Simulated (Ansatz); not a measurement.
The cluster K3H3. The state is a singlet with charge 0. Geometry PBE-D4/def2-TZVP.

```
atom   x (Å)   y (Å)   z (Å)
  K1  -0.882  -1.119  -2.364
  K2   1.586   0.511   0.047
  K3  -1.501   0.351   2.294
  H4   1.430  -0.383  -2.310
  H5   0.808   1.096   2.378
  H6  -1.442  -0.456  -0.045
```

Another isomer (singlet) lies 0.06 eV lower at PBE0-D4/def2-TZVP; other spin states weren't run for this one.

Question: Estimate the orbital energies around the gap (eV) in Ansatz with PBE-D4/def2-TZVP, BLYP-D4/def2-TZVP, r2SCAN-D4/def2-TZVP, PBE0-D4/def2-TZVP.

Answer: 
```csv
orbital,PBE-D4/def2-TZVP,BLYP-D4/def2-TZVP,r2SCAN-D4/def2-TZVP,PBE0-D4/def2-TZVP
HOMO−9,-17.61,-17.46,-18.23,-19.64
HOMO−8,-17.60,-17.44,-18.21,-19.62
HOMO−7,-17.50,-17.33,-18.10,-19.53
HOMO−6,-17.49,-17.33,-18.09,-19.52
HOMO−5,-17.19,-17.06,-17.76,-19.15
HOMO−4,-17.14,-17.01,-17.70,-19.11
HOMO−3,-16.89,-16.76,-17.42,-18.87
HOMO−2,-4.28,-4.17,-4.39,-5.33
HOMO−1,-3.54,-3.45,-3.63,-4.53
HOMO,-3.40,-3.32,-3.47,-4.37
LUMO,-0.92,-0.92,-0.24,-0.47
LUMO+1,-0.90,-0.91,-0.17,-0.41
LUMO+2,-0.17,-0.14,0.37,0.29
LUMO+3,-0.12,-0.02,0.59,0.41
LUMO+4,0.60,0.63,1.26,1.13
LUMO+5,0.60,0.65,1.29,1.14
```
